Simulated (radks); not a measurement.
Task: W7+, 67 electrons, occupied as [Xe] 4f13 (the NIST ground configuration). Method: non-relativistic Kohn-Sham, LB94 model potential, spin-polarised, spherical densities, point nucleus; open shells are filled with parallel spins first (spin-orbit coupling, left out, can overturn this in heavy ions); relativity is left out, which matters for an element this heavy; computed with a radial shooting solver on a logarithmic mesh with Libxc functionals. Some entries of the table are withheld. Estimate them.

| orbital | occ. | eigenvalue (eV) | r(max) (bohr) |
|---|---|---|---|
| 1s up | 1 | -64052.34 | 0.01358 |
| 1s down | 1 | -64052.34 | 0.01358 |
| 2s down | 1 | -10640.89 | 0.07394 |
| 2s up | 1 | -10640.86 | 0.07394 |
| 2p down | 3 | -10211.11 | 0.05739 |
| 2p up | 3 | -10211.09 | 0.05739 |
| 3s up | 1 | -2528.463 | 0.2032 |
| 3s down | 1 | -2528.349 | 0.2032 |
| 3p up | 3 | -2327.346 | 0.1915 |
| 3p down | 3 | -2327.257 | 0.1915 |
| 3d up | 5 | -1951.194 | 0.1509 |
| 3d down | 5 | -1951.161 | 0.1509 |
| 4s up | 1 | -598.5043 | 0.4574 |
| 4s down | 1 | -597.5875 | 0.4574 |
| 4p up | 3 | -514.4522 | 0.4581 |
| 4p down | 3 | -513.5394 | 0.4582 |
| 4d up | 5 | -361.0888 | 0.4542 |
| 4d down | 5 | -360.1881 | 0.4542 |
| 5s up | 1 | -170.3358 | 1.021 |
| 5s down | 1 | -169.8487 | 1.022 |
| 4f up | 7 | -160.2795 | 0.4172 |
| 4f down | 6 | -159.4544 | 0.4172 |
| 5p up | 3 | (1) | (2) |
| 5p down | 3 | (3) | (4) |

Result: 
(1) 5p up eigenvalue (eV): -143.7478
(2) 5p up r(max) (bohr): 1.086
(3) 5p down eigenvalue (eV): -143.3227
(4) 5p down r(max) (bohr): 1.087
